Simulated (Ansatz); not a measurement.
Cr3P3, relaxed as a doublet with UKS PBE0-D4/def2-SVP in Ansatz, starting from the GFN1-xTB geometry. Force threshold 0.02 eV/Å.

The charge 0 doublet is spin-contaminated (final ⟨S²⟩ up to 7.15, 0.75 for a pure state). Another isomer (quartet) lies 3.00 eV lower at PBE0-D4/def2-TZVP; other spin states weren't run for this one.

Start:

```xyz
6

Cr    0.0436    1.6798   -0.2752
Cr    1.6950    0.1490   -0.0512
Cr    0.1553   -0.0799   -1.6931
P    -1.6117   -0.3789   -0.0701
P     0.0936   -1.5809    0.4891
P    -0.3759    0.2109    1.6005
```

(1) Estimate the energy that the relaxation releases and the steps that it takes.

(2) Does the start keep its bonding and symmetry?

(3) Predict the relaxed structure.

## Answers

(1) 1.73 eV, in 13 steps; 2.5 min on 4 threads of Arm Neoverse V2 on a shared host. No frequencies were taken in this run, so the end may be a saddle point.

(2) Bonds lost: Cr2–P6 (atoms count from 1). Bonds formed: Cr1–P5 (atoms count from 1).

(3) 
```xyz
6

Cr   -0.005    1.452    0.042
Cr    2.154   -0.072   -0.393
Cr    0.133   -0.101   -2.073
P    -1.641   -0.333   -0.120
P     0.261   -1.231    0.695
P    -0.902    0.286    1.849
```
Bond lengths (bridged metal pairs left out): 5 × Cr–P 2.33 to 2.77 Å; 3 × P–P 2.19 to 2.26 Å; 1 × Cr–Cr 2.63 Å.
